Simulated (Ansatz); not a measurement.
One change: `[Cl][In]([Cl])[I]` becomes `[Cl][Al]([Cl])[I]`.

Ansatz, PBE0-D4/def2-TZVP geometries, multiplicity 1. 

Elements past krypton have def2 core potentials.

| property | `[Cl][In]([Cl])[I]` |
| --- | --- |
| LUMO energy (B3LYP/def2-TZVPP) / eV | -3.21 |
| ideal-gas entropy at 298 K and 1 bar (rigid rotor, harmonic PBE0-D4/def2-TZVP) / J/(mol·K) | 369 |
| HOMO energy (PBE/def2-TZVPP) / eV | -7.14 |
| HOMO–LUMO gap (B3LYP/def2-TZVPP) / eV | 4.82 |
| LUMO energy (PBE/def2-TZVPP) / eV | -3.74 |
| LUMO energy (ωB97M-V/def2-TZVPP) / eV | -1.04 |

(1) Give the same properties after the change, and the shifts. (An estimate is asked.)

Results:

(1) Ansatz gave: 
```csv
property,`[Cl][Al]([Cl])[I]`,shift
LUMO energy (B3LYP/def2-TZVPP) / eV,-1.74,1.47
"ideal-gas entropy at 298 K and 1 bar (rigid rotor, harmonic PBE0-D4/def2-TZVP) / J/(mol·K)",343,-26
HOMO energy (PBE/def2-TZVPP) / eV,-7.04,0.10
HOMO–LUMO gap (B3LYP/def2-TZVPP) / eV,6.19,1.37
LUMO energy (PBE/def2-TZVPP) / eV,-2.32,1.42
LUMO energy (ωB97M-V/def2-TZVPP) / eV,0.24,1.28
```

With PBE0 the HOMO rises by 0.09 eV and the LUMO rises by 1.44 eV, so the gap widens by about 1.35 eV. PBE moves the HOMO by 0.10 eV and ωB97M-V by 0.11 eV.

B3LYP here is the variant with VWN-RPA as its local correlation; programs differ in this.

Spin–orbit coupling is left out; it splits and shifts lone-pair levels of the heavy atoms by tenths of an eV.
